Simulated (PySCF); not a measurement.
C2H7NSi2, SMILES [SiH3]C#C[SiH2]N.

Geometry optimised at ωB97X-D3(BJ)/def2-SVP. Other conformers were not sampled.

Level of theory: TDDFT-PBE/def2-SVPD in PySCF.

Vertical excitations. 

Computed UV-visible absorptions:
| state | energy (eV) | λ (nm) | f | main pairs |
|---|---|---|---|---|
| S1 | 4.92 | 252 | 0.060 | HOMO→LUMO 95 % |
| S2 | 4.99 | 249 | 0.000 | HOMO→LUMO+1 99 % |
| S3 | 5.30 | 234 | 0.000 | HOMO−1→LUMO 97 % |
| S4 | 5.60 | 221 | 0.001 | HOMO−2→LUMO 58 %, HOMO−1→LUMO+1 41 % |
| S5 | 5.77 | 215 | 0.001 | HOMO−2→LUMO+1 97 % |
| S6 | 6.10 | 203 | 0.014 | HOMO→LUMO+2 98 % |
| S7 | 6.41 | 193 | 0.050 | HOMO→LUMO+3 94 % |
| S8 | 6.53 | 190 | 0.009 | HOMO→LUMO+4 94 % |
| S9 | 6.60 | 188 | 0.000 | HOMO−1→LUMO+2 99 % |
| S10 | 6.67 | 186 | 0.359 | HOMO−2→LUMO+2 43 %, HOMO−1→LUMO+1 21 %, HOMO−2→LUMO 13 % |
| T1 | 4.40 | 282 | 0 | HOMO→LUMO 65 %, HOMO−2→LUMO 20 %, HOMO−1→LUMO+1 13 % |
| T2 | 4.72 | 263 | 0 | HOMO−1→LUMO+1 63 %, HOMO→LUMO 28 % |
| T3 | 4.75 | 261 | 0 | HOMO→LUMO+1 54 %, HOMO−1→LUMO 35 %, HOMO−2→LUMO+1 9 % |
| T4 | 4.98 | 249 | 0 | HOMO−2→LUMO 68 %, HOMO−1→LUMO+1 22 % |
Triplets are in the Tamm–Dancoff approximation, which puts them higher than full response would, so one can lie above its singlet here.
